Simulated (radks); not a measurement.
Question: As3+, 30 electrons, occupied as [Ar] 3d10 4s2. Calculated with a radial shooting solver on a logarithmic mesh with Libxc functionals: Dirac Kohn-Sham, PBE, spin-unpolarised, spherical densities, point nucleus.

Spin-orbit splittings of the eigenvalues, e(l+1/2) - e(l-1/2), with zeta = 2 splitting/(2l+1) and mean radii in bohr:

| shell | occ. | splitting (eV) | zeta (eV) | <r> j=l-1/2 | <r> j=l+1/2 |
|---|---|---|---|---|---|
| 2p | 6 | 36.57 | 24.38 | 0.1746 | 0.1783 |
| 3p | 6 | 5.028 | 3.352 | 0.6095 | 0.6200 |
| 3d | 10 | ? | ? | 0.6695 | 0.6740 |

Estimate the 3d splitting.

Answer: 0.7344 eV (zeta = 0.2938 eV).
